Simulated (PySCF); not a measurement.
Species: BeH (charge -1 and singlet state).
SMILES: `[BeH-]`

Theory: PySCF, PBE0-D3(BJ)/def2-SVP geometry optimisation, gas phase.

Take the most abundant isotopes and a rigid rotor. 

Q: What are the moment of inertia and the rotational constant?

A: I = 1.944 u·Å², B = 505379 MHz·u·Å²/I = 259928 MHz (8.6703 cm⁻¹, or 12.475 K as hB/k). For two atoms I = μr² with μ = 0.9065 u and r = 1.4646 Å.

Q: List the first levels of a rigid rotor in a Σ state.

A: E(J) = BJ(J+1): J = 1: 17.341, J = 2: 52.022, J = 3: 104.043, J = 4: 173.406, J = 5: 260.108, J = 6: 364.152 cm⁻¹.

Q: Where do the first rotational lines fall?

A: The dipole is 3.20 D (about the centre of mass, as the species is charged); J+1 ← J lies at 2B(J+1): 1 ← 0 at 519.86 GHz, 2 ← 1 at 1039.71 GHz, 3 ← 2 at 1559.57 GHz, 4 ← 3 at 2079.43 GHz, 5 ← 4 at 2599.28 GHz, 6 ← 5 at 3119.14 GHz.

Stationary, but not proved a minimum. Constants of a rigid frame at the computed geometry: no zero-point averaging, no centrifugal distortion.
